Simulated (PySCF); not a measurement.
# Ag³⁺ (silver, charge +3) across methods

[Kr] 4d8, high-spin 3F determinant. All numbers are calculated (PySCF 2.14, the spin-free X2C one-electron Hamiltonian (Gaussian nucleus), in x2c-TZVPPall with one added diffuse shell each of s, p, d, f type (9s7p7d3f1g, 95 functions)).

```
   method  E (hartree)  mean ε 4p β (eV)  mean ε 4d α (eV)  mean ε 4d β (eV)  Σ⟨r²⟩ (bohr²)   ⟨S²⟩
   M06-2X     -5313.46           -103.45           -49.138           -47.573          26.02  2.001
      PBE     -5312.60           -95.781           -44.486           -43.124          26.10  2.001
     PBE0     -5312.69           -99.728           -46.809           -45.319          26.00  2.001
      UHF  -5310.64320           -110.15           -52.660           -50.733          25.90  2.003
BHandHLYP     -5313.04           -103.52           -48.957           -47.420          26.02  2.002
      LDA     -5307.46           -96.019           -44.661           -43.260          26.15  2.000
  r2SCAN0     -5313.02           -100.59           -47.169           -45.602          25.92  2.002
    wB97X     -5313.21           -101.88           -49.141           -47.804          25.94  2.001
   r2SCAN     -5313.03           -97.057           -44.970           -43.494          25.96  2.001
```
